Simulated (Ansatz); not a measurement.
Pulling on the Al1–H2 bond in CH5AlO (SMILES C[O][AlH2]) (multiplicity 1 held, fragments rigid). Energies count from the point at 1.571 Å.
Geometry at that point (charge 0, multiplicity 1):
```xyz
8

Al    -0.48448     0.89781     0.62601
H     -0.45267     1.21771     2.16386
H     -1.22107     1.77313    -0.46313
O      0.33969    -0.49209     0.13374
C      0.56151    -1.13057    -1.10068
H      0.08823    -0.60053    -1.93547
H      1.63509    -1.19352    -1.29911
H      0.16204    -2.14812    -1.07007
```

R- and RO- levels are restricted; in cc, def2 and unpolarised 6-31G sets they are followed outwards from rest. U- levels take the lowest unrestricted solution at each point, which mixes spins at long bonds. Active spaces are followed from a long bond inwards. Levels need not reach the same state.

Cores are frozen in the correlated methods.

Codes used: Ansatz (Gaussian orbitals). Each number belongs to the level named beside it.

Energies in kJ/mol.

```tsv
R (Å)	R-HF/cc-pV(D+d)Z	U-CCSD/cc-pV(D+d)Z	R-CCSD(T)/cc-pV(D+d)Z	FIC-MRCISD+Q on CASSCF(2,2)/cc-pV(D+d)Z
1.257	108	106	107	106
1.414	21	___	21	21
1.571	0	0	0	0
1.728	15	13	13	13
1.885	49	___	44	44
2.121	116	106	105	105
2.357	189	___	167	166
2.749	304	260	253	252
3.142	402	319	308	308
3.614	497	349	336	341
4.242	592	357	339	355
5.028	671	358	329	358
```

Problem. Some entries are withheld; supply them.

Solution. 
- 2.357, U-CCSD/cc-pV(D+d)Z: 169
- 1.885, U-CCSD/cc-pV(D+d)Z: 45
- 1.414, U-CCSD/cc-pV(D+d)Z: 21

Doubts at one or more of the structures used: a restricted determinant that unrestricted orbitals would lower (R-HF/cc-pV(D+d)Z, R-CCSD(T)/cc-pV(D+d)Z); a spin-contaminated determinant (U-CCSD/cc-pV(D+d)Z); T1 above 0.05 (U-CCSD/cc-pV(D+d)Z, R-CCSD(T)/cc-pV(D+d)Z); other coupled-cluster roots lie near (R-CCSD(T)/cc-pV(D+d)Z).

Ansatz is a first-principles code.
